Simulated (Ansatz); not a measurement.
`[AlH2][NH][SiH2][GeH3]` + `BO` → `BO[SiH2][GeH3]` + `[NH2][AlH2]`  (ligand exchange at the Si–N bond)

Gas-phase electronic energies from Ansatz, PBE0-D4/def2-TZVP geometries. CBS: MP2 limit from def2 TZ/QZ plus the TZ coupled-cluster correction, frozen cores. This one scheme is used for every species. Functionals use def2-TZVPP. For Ge outer-core shells are correlated without core-valence functions, which leaves a few kJ/mol of doubt a bond. Scalar relativity is left out up to krypton. One conformer a species, not always the lowest.

(1) Is it downhill or uphill in electronic energy at CCSD(T)/CBS, and by how much? (An estimate is asked.)

(2) What do these levels give: r2SCAN-D4, ωB97X-V, ωB97M-V, B2PLYP, PBE, r2SCAN, PBE0, HF/def2-TZVPP, MP2/def2-TZVPP, CCSD/def2-TZVPP, MP2/CBS(def2), CCSD/CBS(def2)? (Estimate.)

Largest T1 diagnostic among the species: 0.014.

Results:

(1) Ansatz gave: Downhill: ΔE = -26.7 kJ/mol.

(2) Computed: r2SCAN-D4 -26.8, ωB97X-V -28.1, ωB97M-V -27.1, B2PLYP -28.9, PBE -22.4, r2SCAN -27.2, PBE0 -23.5, HF/def2-TZVPP -36.5, MP2/def2-TZVPP -24.7, CCSD/def2-TZVPP -27.2, MP2/CBS(def2) -26.0, CCSD/CBS(def2) -28.6 kJ/mol.

In def2-TZVPP, CCSD(T) changes the Hartree–Fock value by +11.2 kJ/mol (the triples alone add +1.9 kJ/mol) and MP2 by +11.8 kJ/mol.
